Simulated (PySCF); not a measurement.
Point-charge models of `C=C(C)C(=O)OC(C)C` (isopropyl methacrylate) against its computed dipole.

Coordinates (GFN2-xTB, Å) and charges (e) from the PBE0/pcSseg-1 density (PySCF):

```
atom       x       y       z  Mulliken      IAO  Hirshfeld  ESP-fitted
  C1   3.131   0.217   1.156   +0.0154  -0.2773    -0.0787     -0.5010
  C2   2.081   0.220   0.341   -0.5489  -0.0340    -0.0064     +0.1659
  C3   2.163   0.417  -1.138   -0.1012  -0.4255    -0.1258     -0.4903
  C4   0.731   0.007   0.935   +0.6154  +0.5034    +0.2049     +0.5823
  O5   0.528  -0.182   2.111   -0.4258  -0.4778    -0.2585     -0.5299
  O6  -0.228   0.054   0.007   -0.4901  -0.3480    -0.0775     -0.3976
  C7  -1.586  -0.153   0.422   -0.0801  +0.0900    +0.0543     +0.6132
  C8  -2.051  -1.510  -0.096   -0.2206  -0.4275    -0.1232     -0.6249
  C9  -2.429   0.990  -0.128   -0.2133  -0.4254    -0.1228     -0.6027
 H10   4.136   0.363   0.799   +0.1105  +0.1535    +0.0537     +0.2142
 H11   2.996   0.064   2.214   +0.1260  +0.1726    +0.0483     +0.1989
 H12   1.821  -0.479  -1.653   +0.1299  +0.1580    +0.0434     +0.1401
 H13   3.185   0.632  -1.439   +0.1125  +0.1453    +0.0461     +0.1535
 H14   1.517   1.237  -1.444   +0.1302  +0.1595    +0.0417     +0.1358
 H15  -1.607  -0.145   1.519   +0.1415  +0.1526    +0.0336     +0.0007
 H16  -3.079  -1.688   0.205   +0.1148  +0.1471    +0.0488     +0.1588
 H17  -1.424  -2.300   0.311   +0.1236  +0.1506    +0.0439     +0.1608
 H18  -1.986  -1.537  -1.181   +0.1117  +0.1428    +0.0404     +0.1614
 H19  -2.400   0.987  -1.215   +0.1118  +0.1428    +0.0410     +0.1578
 H20  -2.049   1.944   0.229   +0.1215  +0.1498    +0.0436     +0.1502
 H21  -3.459   0.878   0.200   +0.1151  +0.1474    +0.0489     +0.1528
```

Problem. Form Σ q r in debye for every column and set it beside the full dipole.

Solution. The full density gives (-0.46, 0.19, -1.98) D, 2.04 D in size; dipole vectors point from the negative to the positive end.

```csv
scheme,μx,μy,μz,size (D),share of the full size (%),angle to the full dipole (°)
Mulliken,-0.70,0.12,-2.42,2.52,124,4
IAO,-0.52,0.20,-2.02,2.09,103,1
Hirshfeld,-0.40,0.14,-1.47,1.53,75,2
ESP-fitted,-0.47,0.19,-2.00,2.06,101,0
```

Problem. Which set comes closest?

Solution. Length of the difference vector: ESP-fitted 0.02 D, IAO 0.07 D, Mulliken 0.51 D, Hirshfeld 0.51 D. Closest: ESP-fitted. ESP charges are fitted to the potential around the molecule, whose slowest-falling term is the dipole's. 

Problem. What is left for the Hirshfeld atoms' own dipoles?

Solution. The Hirshfeld atoms' densities add up to the full density, so μ = Σ q r + Σ (atomic dipoles). The atomic dipoles sum to (-0.46, 0.19, -1.98) − (-0.40, 0.14, -1.47) = (-0.06, 0.05, -0.51) D, 0.51 D in size.

Problem. With the origin at the mean of the coordinates, (0.000, 0.001, 0.103) Å, which are the largest single terms, by size, of the Hirshfeld dipole along the direction of the full one?

Solution. O5 +2.59, C4 -0.96, C1 +0.65, H11 -0.63, C9 -0.51 D; all 21 atoms together +1.53 D. The single terms depend on the origin, their sum doesn't.

Problem. Give the size of the full dipole in other units.

Solution. 2.04 D = 0.802 au = 0.424 e·Å = 6.80 × 10⁻³⁰ C·m.

One conformer (not necessarily the lowest) at the GFN2-xTB geometry, without solvent, vibrations or thermal averaging.

The values belong to the conformer `[CH2:1]=[C:2]([CH3:3])[C:4](=[O:5])[O:6][CH:7]([CH3:8])[CH3:9]`: C1–C2–C4–O5 -1°, C2–C4–O6–C7 179°, C4–O6–C7–C8 -109°.
